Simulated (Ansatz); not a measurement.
# Ligand exchange: C2H4FI + SiI4 → C2H3FI2 + SiHI3

Gas-phase species: C2H4FI (1-fluoro-2-iodoethane) `FCCI`, singlet; SiI4 `I[Si](I)(I)I`, singlet; C2H3FI2 `FC(I)CI`, singlet; SiHI3 `I[SiH](I)I`, singlet. The partners trade H for I: C–H and Si–I bonds give way to C–I and Si–H.

Shapes, held fixed at every level: PBE0-D4/def2-TZVP. Flexible molecules stand in one conformer, not always the lowest. Programs: Ansatz 0.2.0. The zero-point and thermal change to 298 K, harmonic and unscaled (PBE0-D4/def2-TZVP), is -9.6 kJ/mol.

| level | kind | ΔH(298 K) (kJ/mol) | less CCSD(T)/def2-TZVPP |
| --- | --- | --- | --- |
| HF/def2-SVP | Hartree–Fock | +117.5 | +7.8 |
| B3LYP-D4/def2-TZVPP | global hybrid | +113.3 | +3.6 |
| BHLYP-D4/def2-TZVPP | global hybrid | +125.0 | +15.3 |
| r2SCAN0-D4/def2-TZVPP | global hybrid | +116.4 | +6.7 |
| wB97M-V/def2-TZVPP | range-separated hybrid | +115.5 | +5.8 |
| MP2/def2-SVP | perturbation theory | +117.0 | +7.3 |
| CCSD/def2-TZVPP | coupled cluster or CI | +111.2 | +1.5 |
| CCSD(T)/def2-TZVPP | coupled cluster or CI | +109.7 | 0.0 |

The highest level, CCSD(T)/def2-TZVPP, gives ΔH(298 K) = +109.7 kJ/mol; the levels span +109.7 to +125.0. The column of differences is taken from that level and isn't an error. No measured value is set beside it here. For atoms past krypton def2 sets carry core potentials with scalar relativity. Outer-core shells of I are correlated, in sets that cover them unevenly.
